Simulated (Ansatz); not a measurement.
`[F][GeH2][Cl]` + H₂ → `[F][GeH3]` + HCl at 600 K and 1 bar (hydrogenolysis of a Ge–Cl bond).

Computed with Ansatz on PBE0-D4/def2-TZVP structures; ΔE is electronic, products minus reactants. CBS: MP2 limit from def2 TZ/QZ plus the TZ coupled-cluster correction, frozen cores. This one scheme is used for every species. For Ge outer-core shells are correlated without core-valence functions, which leaves a few kJ/mol of doubt a bond. Scalar relativity is left out up to krypton.

```csv
species,CCSD(T)/CBS energy (Eh),H − E (kJ/mol),S (J/(mol·K))
`[F][GeH2][Cl]`,-2636.95386,88.0,347.0
H₂,-1.17544,43.9,150.8
`[F][GeH3]`,-2177.72589,97.6,296.3
HCl,-460.38127,35.4,207.2
```

H − E and S are ideal-gas, rigid-rotor, harmonic terms from PBE0-D4/def2-TZVP. The MP2-based limit puts H₂ 0.8 mEh under its directly extrapolated value; such offsets cancel only in part. 1 Eh = 2625.50 kJ/mol, R = 8.31446 J/(mol·K).

Question: By hand: ΔE, ΔH, ΔS and ΔG.

Answer: ΔE = (-2177.72589) + (-460.38127) − (-2636.95386) − (-1.17544) = 0.02214 Eh = 58.1 kJ/mol. Δ(H − E) = 97.6 + 35.4 − 88.0 − 43.9 = 1.1, so ΔH = 59.2 kJ/mol. ΔS = 296.3 + 207.2 − 347.0 − 150.8 = 5.7 J/(mol·K). ΔG = 59.2 − 600 × (5.7)/1000 = 55.8 kJ/mol.

Question: By hand: the equilibrium constant, and the temperature at which ΔG would vanish if ΔH and ΔS stayed fixed.

Answer: log₁₀ K = −ΔG/(RT ln 10) = -4.9. ΔG = 0 at ΔH/ΔS = 10386 K, far beyond where these terms or the molecules hold.

The number of gas molecules stays the same, so ΔS is small and ΔH decides. A doubt of 5 kJ/mol in ΔE shifts log₁₀ K by 0.4 here. These are equilibria of isolated gas molecules and say nothing of rates. Largest T1 diagnostic: 0.012 (customary marks: 0.02 for closed shells, 0.045 for open ones).
